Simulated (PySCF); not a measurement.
# TiC at PBE0

Level: PBE0. PySCF, no relativity, basis sets Ti def2-TZVP, C def2-TZVP.

```
state                                           : ⁵Δ (quintet), unpaired electrons σ ↑, π ↑↑, δ ↑, a second solution, started from another occupation
bond length                                     : 1.898 Å
harmonic wavenumber                             : 721 cm⁻¹
force constant                                  : 2.94 mdyn/Å
rotational constant Be                          : 0.4876 cm⁻¹
anharmonicity ωexe                              : 5.01 cm⁻¹
vibration–rotation constant αe                  : 0.00396 cm⁻¹
bond order (Mayer)                              : 1.93
dipole moment (positive dipole means Ti(−)C(+)) : -4.34 D
```

De is left out where the level can put another filling of the metal’s s and d shells below the measured ground configuration, by anything from nothing to about 1 eV.
